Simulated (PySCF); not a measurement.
# Running PySCF for IO⁻

Input:

```python
from pyscf import gto, scf

mol = gto.M(
    atom='I 0 0 0; O 0 0 1.909',
    basis='sbkjc',
    ecp={'I': 'sbkjc', 'O': 'sbkjc'},
    charge=-1,
    spin=0,
    verbose=4,
)
mf = scf.RHF(mol)
mf.kernel()
mf.dip_moment()
print('orbital energies (hartree):', mf.mo_energy[..., max(0, mol.nelec[1]-3):mol.nelec[0]+3].round(4))
```

```bash
$ OMP_NUM_THREADS=1 python input.py
```

The log (some set-up lines and the per-cycle HOMO/LUMO lines with their warnings removed):

```
PySCF version 2.14.0

[INPUT] Symbol           X                Y                Z      unit          X                Y                Z       unit  Magmom
[INPUT]  1 I      0.000000000000   0.000000000000   0.000000000000 AA    0.000000000000   0.000000000000   0.000000000000 Bohr   0.0
[INPUT]  2 O      0.000000000000   0.000000000000   1.909000000000 AA    0.000000000000   0.000000000000   3.607487171795 Bohr   0.0

nuclear repulsion = 11.6424530427658
number of shells = 8
number of NR pGTOs = 36
number of NR cGTOs = 16
basis = sbkjc
ecp = {'I': 'sbkjc', 'O': 'sbkjc'}

******** <class 'pyscf.scf.hf.RHF'> ********
method = RHF
initial guess = minao
damping factor = 0
level_shift factor = 0
DIIS = <class 'pyscf.scf.diis.CDIIS'>
SCF conv_tol = 1e-09
SCF max_cycles = 50
Initial guess from minao.
init E= -25.4343542502063
cycle= 1 E= -26.7726116135035  delta_E= -1.34  |g|= 0.453  |ddm|=  3.1
cycle= 2 E= -26.8009870094388  delta_E= -0.0284  |g|= 0.328  |ddm|= 0.667
cycle= 3 E= -26.8266051712608  delta_E= -0.0256  |g|= 0.0304  |ddm|= 0.288
cycle= 4 E= -26.8272004545265  delta_E= -0.000595  |g|= 0.00932  |ddm|= 0.0586
cycle= 5 E= -26.8272638314551  delta_E= -6.34e-05  |g|= 0.000967  |ddm|= 0.0241
cycle= 6 E= -26.8272645904718  delta_E= -7.59e-07  |g|= 0.000202  |ddm|= 0.00283
cycle= 7 E= -26.8272646201318  delta_E= -2.97e-08  |g|= 1.31e-05  |ddm|= 0.000645
cycle= 8 E= -26.8272646202547  delta_E= -1.23e-10  |g|= 2.23e-06  |ddm|= 4.08e-05
Extra cycle  E= -26.8272646202576  delta_E= -2.85e-12  |g|= 7.58e-07  |ddm|= 5.27e-06
converged SCF energy = -26.8272646202576

WARN: System has nonzero charge -1; the dipole moment is origin-dependent.
Location of origin: [0. 0. 0.]

Dipole moment(X, Y, Z, Debye): -0.00000,  0.00000, -6.01547
orbital energies (hartree): [-0.2082 -0.1137 -0.1137  0.3092  0.5291  0.5291]
```

In short: E(SCF) = -26.827265 Eh, 8 cycles.

Hardware: Arm Neoverse V1, 1 thread, shared host. Wall time 0.64 s.

The basis has no diffuse functions, which an anion needs. Stability towards an unrestricted solution was not tested. The bond length is a typed value, not an optimised one. The dipole of an ion depends on the origin.
